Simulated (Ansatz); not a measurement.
The cluster Li4N⁺. The state is a quintet with charge 1. Geometry B3LYP-D4/def2-TZVP.

```tsv
atom	x (Å)	y (Å)	z (Å)
Li1	1.451	-1.666	0.170
Li2	0.808	-0.498	-2.017
Li3	-2.075	0.231	0.759
Li4	-0.183	1.927	1.095
N5	0.000	0.006	-0.007
```

B3LYP takes the VWN-RPA correlation. At PBE0-D4/def2-TZVP a singlet of charge 1 lies 5.48 eV below the quintet, each at its own geometry. The structure comes from a short search, and lower isomers may exist.

Problem. Estimate the α-spin orbital energies around the gap (eV) in Ansatz with HF/STO-3G, PBE-D4/def2-TZVP, r2SCAN-D4/def2-TZVP, B3LYP-D4/def2-TZVP, CAM-B3LYP-D4/def2-TZVP.

Solution. 
```csv
orbital,HF/STO-3G,PBE-D4/def2-TZVP,r2SCAN-D4/def2-TZVP,B3LYP-D4/def2-TZVP,CAM-B3LYP-D4/def2-TZVP
HOMO−9,-69.29,-55.69,-57.20,-59.35,-61.29
HOMO−8,-69.28,-55.69,-57.20,-59.34,-61.29
HOMO−7,-69.27,-55.67,-57.18,-59.33,-61.27
HOMO−6,-69.27,-55.67,-57.18,-59.33,-61.27
HOMO−5,-33.88,-23.49,-24.80,-25.63,-27.76
HOMO−4,-17.80,-12.62,-13.13,-13.86,-15.67
HOMO−3,-17.80,-12.62,-13.12,-13.85,-15.66
HOMO−2,-16.82,-11.97,-12.23,-13.25,-15.06
HOMO−1,-9.06,-7.15,-7.16,-7.60,-8.70
HOMO,-8.43,-6.60,-6.63,-7.04,-8.06
LUMO,-1.89,-5.30,-5.02,-4.86,-3.96
LUMO+1,-1.89,-5.30,-5.02,-4.85,-3.96
LUMO+2,-1.32,-4.98,-4.56,-4.48,-3.57
LUMO+3,-0.91,-4.79,-4.51,-4.27,-3.25
LUMO+4,-0.91,-4.78,-4.51,-4.27,-3.25
LUMO+5,-0.31,-4.11,-3.55,-3.62,-2.62
β HOMO,-13.36,-10.95,-11.05,-12.06,-13.72
β LUMO,-2.60,-9.40,-8.61,-8.44,-6.91
```
